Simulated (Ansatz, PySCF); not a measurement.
Si(F)2(Cl)(NH2) (ClF2H2NSi), SMILES F[Si](N)(Cl)F.

Coordinates come from a PBE-D3(BJ)/def2-SVP optimisation. One conformer was computed; it need not be the lowest.

Vertical ionisation energy (IE) and electron affinity (EA) in eV. Rows of orbital energies are one-electron estimates. Where ΔSCF, EOM or ADC give a negative EA the extra electron is unbound and the value depends on the basis.

```csv
level,IE,EA
"−ε(HOMO), −ε(LUMO), CAM-B3LYP/def2-TZVP (PySCF)",10.03,-1.03
"ΔSCF, CAM-B3LYP/def2-SVPD (Ansatz), final states of multiplicity 2 and 2",11.25,-1.07
```

Task: What vertical singlet–triplet gap does ΔSCF give with CAM-B3LYP/def2-SVPD (Ansatz, a quantum-chemistry and plane-wave program)? (The exact figures need the calculation; the answer reports its results.)

Result: 6.84 eV (triplet above singlet where positive).
